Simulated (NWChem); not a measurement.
CHBrF2; SMILES FC(F)Br

All runs: NWChem. Structure relaxed at the PBE0/def2-SVP level. Field at 589 nm.

Q: Estimate the computed values for B3LYP/def2-SVPD. Quantities: isotropic polarisability (bohr³); anisotropy (bohr³).

A: 
| Property | Result |
|---|---|
| isotropic polarisability (bohr³) | 39.6 |
| anisotropy (bohr³) | 13.6 |
